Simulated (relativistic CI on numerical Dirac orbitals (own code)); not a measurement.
# How well does a small relativistic CI reproduce K IV?

Computed by Dirac-Coulomb-Breit CI, KLI orbitals optimised for each configuration, QED by a radiative potential, valence Slater integrals scaled by 0.85, P86 correlation energy added to each configuration (own radial code, finite nucleus).

CI space (outside the closed core [Ne]): 3s²3p⁴, 3s3p⁵, 3s²3p³3d, 3p⁶, 3s3p⁴3d, 3s²3p³4s, 3s²3p³4p, 3s²3p³4d, 3s²3p³5s, 3s²3p³4f, 3s²3p³5p, 3s²3p³5d, 3p⁵3d, 3s²3p³6s, 3s²3p³5f, 3s²3p³5g, 3s²3p³6p, 3s3p³3d², 3s3p⁴4s, 3s²3p³6d, 3s3p⁴4p, 3s3p⁴4d, 3s3p⁴5s, 3s3p⁴4f, 3s3p⁴5p, 3s²3p²3d4p, 3s3p⁴5d, 3s3p⁴6s, 3s3p⁴5f, 3s3p⁴5g, 3s3p⁴6p, 3s²3p²3d², 3s²3p3d³, 3s3p²3d³, 3s²3p3d²4s, 3s²3p3d²4p, 3s²3p3d²4d, 3p⁴3d², 3p³3d³, 3p³3d²4s, 3p³3d²4p, 3p³3d²4d, 3s²3p²3d4s, 3s3p²3d²4s, 3s²3p3d4s², 3s²3p3d4s4p, 3s²3p3d4s4d. Double excitations out of closed p, d and f shells are left out; levels of such configurations are missing from the list, as are those of other unlisted configurations, and high levels can miss mixing partners. These lack a partner that the ground configuration has and come out too high: 3s²3p³5s, 3s²3p³4f, 3s²3p³5p, 3s²3p³5d, 3s²3p³6s.

```csv
Configuration,Term (tabulated),J,Measured (cm⁻¹),Computed,Error,Purity (%)
3s²3p⁴,3P,2,0.0,0,0,96
3s²3p⁴,3P,1,1671.7,1655,-16,97
3s²3p⁴,3P,0,2321.2,2292,-29,96
3s²3p⁴,1D,2,16384.0,16056,-328,96
3s²3p⁴,1S,0,38546.3,36498,-2049,95
3s3p⁵,3P°,2,134181.8,139475,5293,77
3s3p⁵,3P°,1,135658.3,140938,5279,76
3s3p⁵,3P°,0,136453.0,141725,5272,76
3s²3p³3d,3D° †,3,189952.0,196146,6194,96
3s²3p³3d,3D° †,2,191203.0,196144,4941,96
3s²3p³3d,3D°,1,191400.0,196347,4947,97
3s²3p³3d,1D°,2,216387.0,221304,4917,96
3s²3p³3d,3P° †,2,225445.0,231846,6401,93
3s²3p³3d,3P° †,1,226082.0,230641,4559,91
3s²3p³3d,3P° †,0,227650.0,230133,2483,95
3s²3p³3d,1F°,3,242475.0,246775,4300,95
3s²3p³3d,3S°,1,249867.0,254504,4637,92
3s²3p³3d,3P°,2,256032.0,255491,-541,75
3s²3p³3d,3P°,1,257122.0,256594,-528,70
3s²3p³3d,3P°,0,257809.0,257247,-562,75
3s²3p³3d,1D°,2,273398.0,273106,-292,93
3s²3p³4s,3D°,1,277792.0,289403,11611,96
3s²3p³4s,3D°,2,277850.0,289466,11616,96
3s²3p³4s,3D°,3,277986.0,289636,11650,98
3s²3p³3d,1F°,3,279627.0,278445,-1182,92
3s²3p³4s,1D°,2,282371.0,293814,11443,95
3s²3p³4s,3P°,0,293382.0,302878,9496,97
3s²3p³4s,3P°,1,293471.0,303008,9537,96
3s²3p³4s,3P°,2,293720.0,303317,9597,94
3s²3p³4s,1P°,1,298132.0,307402,9270,95
3s²3p³5s,3S°,1,367888.0,384242,16354,86
```

Measured levels from Sansonetti, J. Phys. Chem. Ref. Data 37, 7 (2008); pairs were made by configuration, J and term (by order where the table uses no LS term), so strongly mixed levels may be paired wrongly.

Mean error by configuration (cm⁻¹): 3s²3p⁴ -606; 3s3p⁵ 5281; 3s²3p³3d 1744; 3s²3p³4s 10527; 3s²3p³5s 16354. Over the excited levels the mean absolute error is 5630 cm⁻¹ (30 of the 36 excited levels that our extract of the source holds in range could be paired, and the others can miss by more), and the median relative error of those above 1,000 cm⁻¹ is 3.1 %. † marks terms whose computed intervals miss the measured ones by more than a factor of 2.5, or configurations far off the rest, from wrong mixing, a near crossing or a doubtful label or measurement; they are left out of the means.
